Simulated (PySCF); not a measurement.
Species: C₄H₁₃GeNSi.
Atom-mapped SMILES: `[CH2:1]=[CH:2][CH2:3][CH2:4][NH:5][SiH2:6][GeH3:7]` (hydrogens: H8, H9 on C1; H10 on C2; H11, H12 on C3; H13, H14 on C4; H15 on N5; H16, H17 on Si6; H18, H19, H20 on Ge7)

A GFN2-xTB structure was refined with PBE0-D3(BJ)/def2-SVP geometry optimisation, gas phase (PySCF 2.14.0). Its GFN2-xTB values:

| coordinate | GFN2-xTB |
| --- | --- |
| C1=C2 | 1.299 Å |
| C1–H8 | 1.090 Å |
| C1–H9 | 1.073 Å |
| C2–C3 | 1.495 Å |
| C2–H10 | 1.090 Å |
| C3–C4 | 1.574 Å |
| C3–H11 | 1.077 Å |
| C4–N5 | 1.402 Å |
| C4–H13 | 1.085 Å |
| N5–Si6 | 1.710 Å |
| N5–H15 | 1.017 Å |
| Si6–Ge7 | 2.334 Å |
| Si6–H16 | 1.476 Å |
| Ge7–H18 | 1.494 Å |
| C1–C2–C3 | 123.8° |
| C2–C3–C4 | 110.8° |
| C3–C4–N5 | 115.3° |
| C4–N5–Si6 | 123.2° |
| N5–Si6–Ge7 | 106.5° |
| C1–C2–C3–C4 | -113° |
| C2–C3–C4–N5 | -62° |
| C3–C4–N5–Si6 | -80° |
| C4–N5–Si6–Ge7 | 180° |

Question: How do these coordinates change at the PBE0-D3(BJ)/def2-SVP level?

Answer: 
```
   coordinate  PBE0-D3(BJ)/def2-SVP (Å or °)  change
      Ge7–H18                          1.541  +0.047
      Si6–Ge7                          2.380  +0.046
        C4–N5                          1.446  +0.044
        C3–C4                          1.535  -0.039
        C1=C2                          1.334  +0.035
      Si6–H16                          1.505  +0.029
       C3–H11                          1.103  +0.026
       N5–Si6                          1.735  +0.025
        C1–H9                          1.095  +0.022
       C4–H13                          1.104  +0.019
       C2–H10                          1.098  +0.008
        C1–H8                          1.093  +0.003
       N5–H15                          1.014  -0.003
        C2–C3                          1.495   0.000
     C2–C3–C4                          113.3    +2.5
    C4–N5–Si6                          125.1    +1.9
     C1–C2–C3                          125.4    +1.6
   N5–Si6–Ge7                          106.8    +0.3
     C3–C4–N5                          115.3     0.0
C4–N5–Si6–Ge7                           -162     +18
  C1–C2–C3–C4                           -117      -4
 C3–C4–N5–Si6                            -84      -4
  C2–C3–C4–N5                            -60      +2
```

The energy falls by 0.330 eV over 13 energy and gradient evaluations, the largest force component goes from 0.0468 to 2.5e-04 Eh/bohr, and the atoms move by 0.276 Å rms after alignment. Among the bonds, Si6–Ge7 and Ge7–H18 change most and about equally (+0.046 to +0.047 Å). Bonds longer at the end by more than 0.005 Å: 14 of 19; shorter: 2. Among the dihedrals that turn most is C4–N5–Si6–H16, from 59° to 77°. Rotational constants go from 3393, 463.1, 430.1 to 3837, 419.7, 399.4 MHz.

The run used 185 basis functions and 85 SCF cycles in all.

No PBE0-D3(BJ)/def2-SVP frequencies stand behind this structure, so it isn't proved a minimum. The numbers are those of one conformer.
